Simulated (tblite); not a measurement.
Isomers of C6H9N2 (doublet state). Calculated harmonic vibrations of the isolated species, GFN2-xTB (tblite), most abundant isotopes, no scaling. This tight-binding method is rough: wavenumbers can miss measured ones by several per cent, in bad cases by 10 to 20. One conformer each. Open shells enter through the occupations alone, without spin polarisation, and single modes of such species can be off by tens of per cent.

Electronic energies: GFN2-xTB at the same geometries; isomer energies are rough at this level and their order can be wrong.

```csv
SMILES,"electronic energy, lowest = 0 (kcal/mol)"
N[C]1C[C@@H]2C=N[C@H]1C2,12.6
[H]/N=C\[C@@]1(N)C[C@@H]2[CH][C@@H]21,74.3
[H]/N=[C]\C1CC(=NC)C1,46.7
NC1=C[C@@H](N)[CH]C=C1,15.9
CC[CH]n1cccn1,0.0
[H]/N=C(/[C]=N/C)CC=C,45.8
[H]/N=C\[C@@]1(N)C[C@@H]2C[C]21,72.7
```

**Question.** How do GFN2-xTB zero-point energies change the relative energies?

**Answer.** 
| SMILES | ZPE (kcal/mol) | of it from modes above 1550 cm⁻¹ | electronic (kcal/mol) | with ZPE, lowest = 0 (kcal/mol) | lowest mode (cm⁻¹) | rings |
| --- | --- | --- | --- | --- | --- | --- |
| CC[CH]n1cccn1 | 87.3 | 39.7 | 0.0 | 0.0 | 1i | 1 |
| N[C]1C[C@@H]2C=N[C@H]1C2 | 88.4 | 42.0 | 12.6 | 13.7 | 130 | 2 |
| NC1=C[C@@H](N)[CH]C=C1 | 87.0 | 45.7 | 15.9 | 15.7 | 82 | 1 |
| [H]/N=C(/[C]=N/C)CC=C | 84.8 | 44.8 | 45.8 | 43.3 | 13 | 0 |
| [H]/N=[C]\C1CC(=NC)C1 | 85.2 | 43.9 | 46.7 | 44.5 | 37 | 1 |
| [H]/N=C\[C@@]1(N)C[C@@H]2C[C]21 | 87.0 | 43.0 | 72.7 | 72.4 | 92 | 2 |
| [H]/N=C\[C@@]1(N)C[C@@H]2[CH][C@@H]21 | 86.1 | 43.1 | 74.3 | 73.1 | 83 | 2 |

The zero-point energies span 3.6 kcal/mol, from `[H]/N=C(/[C]=N/C)CC=C` to `N[C]1C[C@@H]2C=N[C@H]1C2`. Slightly imaginary modes are left out of the zero-point energy: `CC[CH]n1cccn1` 0.5i cm⁻¹. The order is unchanged.

**Question.** What do entropy and thermal enthalpy add at 298.15 K and 1 bar (rigid rotor, harmonic oscillator, one conformer each)?

**Answer.** 
```json
{"SMILES": "N[C]1C[C@@H]2C=N[C@H]1C2", "point group": "C1", "symmetry number": "1", "S (cal/(mol K))": "81.2", "H − H(0) (kcal/mol)": "4.78", "ZPE + H − H(0) − TS (kcal/mol)": "68.9"}
{"SMILES": "NC1=C[C@@H](N)[CH]C=C1", "point group": "C1", "symmetry number": "1", "S (cal/(mol K))": "87.1", "H − H(0) (kcal/mol)": "5.57", "ZPE + H − H(0) − TS (kcal/mol)": "66.6"}
{"SMILES": "[H]/N=[C]\\C1CC(=NC)C1", "point group": "C1", "symmetry number": "1", "S (cal/(mol K))": "94.1", "H − H(0) (kcal/mol)": "6.14", "ZPE + H − H(0) − TS (kcal/mol)": "63.2"}
{"SMILES": "[H]/N=C\\[C@@]1(N)C[C@@H]2C[C]21", "point group": "C1", "symmetry number": "1", "S (cal/(mol K))": "86.7", "H − H(0) (kcal/mol)": "5.49", "ZPE + H − H(0) − TS (kcal/mol)": "66.6"}
{"SMILES": "[H]/N=C\\[C@@]1(N)C[C@@H]2[CH][C@@H]21", "point group": "C1", "symmetry number": "1", "S (cal/(mol K))": "87.6", "H − H(0) (kcal/mol)": "5.63", "ZPE + H − H(0) − TS (kcal/mol)": "65.6"}
```

S holds R ln(2S + 1) for the spin.

Not tabulated: `CC[CH]n1cccn1` (lowest mode only 0i cm⁻¹); `[H]/N=C(/[C]=N/C)CC=C` (lowest mode only 13 cm⁻¹).
